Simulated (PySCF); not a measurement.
Molecule: SMILES S1N=C(C)C(Cl)=C1C, C5H6ClNS.

Geometry (Å), atoms numbered from 1 in this order:
```xyz
14

C     2.535   -0.190    0.089
C     1.160    0.336   -0.114
N     0.955    1.543   -0.571
S    -0.637    1.881   -0.707
C    -1.154    0.341   -0.128
C    -2.578   -0.054   -0.004
C    -0.030   -0.391    0.154
Cl   -0.056   -1.999    0.763
H     3.260    0.565   -0.198
H     2.678   -0.459    1.134
H     2.681   -1.085   -0.515
H    -3.220    0.822   -0.013
H    -2.733   -0.607    0.921
H    -2.863   -0.703   -0.833
```

Frames of a GFN2-xTB Langevin trajectory at 300 K; GIAO PBE0/pcSseg-1 shieldings in PySCF 2.14.0 with density-fitted response routines, gas phase, non-relativistic; equivalent atoms averaged within each frame.

Scale: ¹³C (186.93 ppm) and ¹H (31.72 ppm) against TMS; ¹⁵N (267.73 ppm) against NH3; CS2 for ³³S (503.73 ppm); ³⁵Cl (949.78 ppm) vs HCl (reference shieldings calculated alike). The references are static minima.

How do the shifts (ppm) fluctuate along the trajectory?

Results:


| time (fs) | C5 | C2 | C7 | C1 | C6 | N3 | S4 | Cl8 | H9/H10/H11 | H12/H13/H14 |
| --- | --- | --- | --- | --- | --- | --- | --- | --- | --- | --- |
| 250 | 182.5 | 166.1 | 133.9 | 18.9 | 15.7 | 327.2 | 422 | 174 | 2.66 | 2.50 |
| 425 | 180.8 | 172.9 | 138.8 | 21.4 | 16.8 | 319.3 | 411 | 214 | 2.53 | 3.15 |
| 625 | 152.7 | 179.4 | 133.0 | 26.1 | 7.8 | 331.6 | 348 | 157 | 3.36 | 2.25 |
| 800 | 189.0 | 176.5 | 147.5 | 21.9 | 21.5 | 313.4 | 361 | 151 | 3.37 | 3.48 |
| 1000 | 168.2 | 172.1 | 137.6 | 21.5 | 16.9 | 323.2 | 381 | 158 | 2.69 | 2.76 |
| mean of frames | 174.6 | 173.4 | 138.2 | 21.9 | 15.7 | 322.9 | 385 | 171 | 2.92 | 2.83 |
| standard deviation | 14.4 | 5.0 | 5.8 | 2.6 | 5.0 | 7.0 | 32 | 26 | 0.41 | 0.49 |

5 frames give an uncertainty of the mean of about the standard deviation over 2.2 at best, since frames this close in time may not be independent; classical motion lacks zero-point vibration, and the reference would need the same averaging.
